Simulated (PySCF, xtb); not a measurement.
In(F)2(Et) (C₂H₅F₂In), SMILES [F][In]([F])[CH2]C. Other conformers were not sampled.

Harmonic wavenumbers (cm⁻¹) from GFN2-xTB run with xtb 6.7.1 at its own minimum, in rising order: 26, 36, 73, 92, 203, 211, 307, 333, 401, 669, 893, 951, 1073, 1114, 1186, 1382, 1413, 1448, 1461, 2980, 2994, 2999, 3012, 3014.

Task: What does PySCF 2.14.0 with PBE-D3(BJ)/def2-SVP give at its own minimum? (Estimate from the structure and the level; the computed values follow.)

Result: 8, 58, 106, 139, 229, 231, 457, 580, 584, 636, 920, 938, 1032, 1139, 1197, 1348, 1390, 1421, 1421, 2966, 3005, 3048, 3060, 3078. Paired by order, the mean absolute difference is 50 cm⁻¹ and the zero-point energies are 40.4 and 41.4 kcal/mol.
